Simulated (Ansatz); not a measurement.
Sn₃F₂, relaxed as a singlet with RKS PBE-D4/def2-SVP in Ansatz, starting from the GFN2-xTB geometry. Force threshold 0.02 eV/Å.

In the def2 sets Sn takes a core potential; there is no spin–orbit coupling. The restricted singlet is unstable towards broken spin symmetry in Hartree–Fock (as tested in another run); at PBE-D4/def2-SVP this wasn't settled. The structure comes from a short search, and lower isomers may exist.

Start:

```xyz
5

Sn    0.433    1.213    1.348
Sn    0.696   -1.376    2.163
Sn   -1.215    0.300   -0.960
F     0.317   -1.447   -0.101
F    -0.231    1.310   -2.450
```

```json
{"step": "1", "energy (eV)": "-22921.0024", "largest force component (eV/Å)": "1.232", "SCF passes": "25"}
{"step": "2", "energy (eV)": "-22921.3190", "largest force component (eV/Å)": "0.490", "SCF passes": "28"}
{"step": "3", "energy (eV)": "-22921.4720", "largest force component (eV/Å)": "0.250", "SCF passes": "29"}
{"step": "4", "energy (eV)": "-22921.5065", "largest force component (eV/Å)": "0.070", "SCF passes": "28"}
{"step": "5", "energy (eV)": "-22921.5132", "largest force component (eV/Å)": "0.059", "SCF passes": "22"}
{"step": "6", "energy (eV)": "-22921.5394", "largest force component (eV/Å)": "0.259", "SCF passes": "27"}
{"step": "7", "energy (eV)": "-22921.6191", "largest force component (eV/Å)": "0.315", "SCF passes": "27"}
{"step": "8", "energy (eV)": "-22921.8446", "largest force component (eV/Å)": "0.402", "SCF passes": "26"}
{"step": "9", "energy (eV)": "-22922.1452", "largest force component (eV/Å)": "0.378", "SCF passes": "26"}
{"step": "10", "energy (eV)": "-22922.2811", "largest force component (eV/Å)": "0.532", "SCF passes": "26"}
{"step": "11", "energy (eV)": "-22922.3246", "largest force component (eV/Å)": "0.153", "SCF passes": "26"}
{"step": "12", "energy (eV)": "-22922.3359", "largest force component (eV/Å)": "0.142", "SCF passes": "21"}
{"step": "13", "energy (eV)": "-22922.3386", "largest force component (eV/Å)": "0.088", "SCF passes": "22"}
{"step": "14", "energy (eV)": "-22922.3393", "largest force component (eV/Å)": "0.020", "SCF passes": "21"}
{"step": "15", "energy (eV)": "-22922.3394", "largest force component (eV/Å)": "0.003", "SCF passes": "22"}
```

Force components are those of the run's own axes.

End:

```xyz
5

Sn    0.4352    1.7566    0.8995
Sn    0.4579   -1.0595    1.6585
Sn   -1.3235   -0.2261   -0.8008
F     0.2263   -1.6757   -0.4902
F     0.2041    1.2047   -1.2670
```

Bonds formed: Sn1–F5 (atoms count from 1). Metal–metal contacts that move far: Sn2–Sn3 4.03 to 3.15 Å.

No frequencies were taken in this run, so the end may be a saddle point.

Run time 15 s (4 threads of Arm Neoverse V1 on a shared host).
